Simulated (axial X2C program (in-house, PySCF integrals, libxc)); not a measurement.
## LiGe⁺: cheaper levels and CCSD(T), with spin–orbit coupling

Computed with an axial X2C code built on PySCF integrals. Two-component (2c) means X2C with spin–orbit coupling and atomic mean-field two-electron Coulomb and Gaunt terms. Basis: Ge dyall-cv3z [9s9p7d4f1g], Li dyall-cv3z [7s8p2d] (cores contracted in-house); Gaussian nuclei, density fitting, unrestricted open shells. Masses: Ge 73.921 u, Li 7.016 u.

State: Ω = 2 (⟨Sz⟩ = 1.00, ⟨Lz⟩ = 1.00 at HF); fragments Ge + Li+.

```tsv
level	Re (Å)	ωe (cm⁻¹)
PBE0	2.823	236.2
HF	2.859	236.7
MP2	2.846	235.0
CCSD	2.844	236.5
PBE	2.846	227.3
```

Correlated methods: 14 electrons correlated (number of frozen shells: Ge 3 s, 2 p; Li 1 s), 210 virtual spin orbitals or spinors in MP2, 90 natural virtuals in coupled cluster.

CCSD(T), same Hamiltonian and basis:

Re = 2.845 Å, ωe = 236.1 cm⁻¹; T1 = 0.011 (Lee–Taylor normalisation).

Give the differences from CCSD(T) in the columns below.



```
level  ΔRe (Å)  Δωe (cm⁻¹)
 PBE0   -0.022         0.1
   HF    0.014         0.6
  MP2    0.001        -1.1
 CCSD   -0.001         0.4
  PBE    0.001        -8.8
```

The state is a single determinant with fixed occupations, the lowest that a limited PBE0 search found. De is not given where an atomic determinant may have missed its ground term or J level, or where the truncated virtual space spoils (T). Density functionals use the spin component along the axis (collinear). Coupled cluster ran in a truncated set of natural virtual spinors; the MP2 energy of the rest was added. (T) has no such correction and the atoms are truncated less, which lowers De at CCSD(T) by a hundredth of an eV or more. PBE0 can misorder states that lie within some tenths of an eV, so this need not be the ground state of the molecule. The nearest other 2c determinant of the search, Ω = 1, lies 0.19 eV up at the distance of the search. The functionals have no current-density term, which raises determinants with orbital currents, atoms included. The atomic limit has a lower orbital projection than the molecule and lies lower at mean-field level, so De may be about a tenth of an eV too small. With several unpaired electrons one determinant need not be a pure state. Open-shell Ω = 0 determinants with evenly filled partner blocks cannot be reached by this program, so the Ω shown need not be the lowest component. At some level and bond length an empty orbital lies below a filled one.
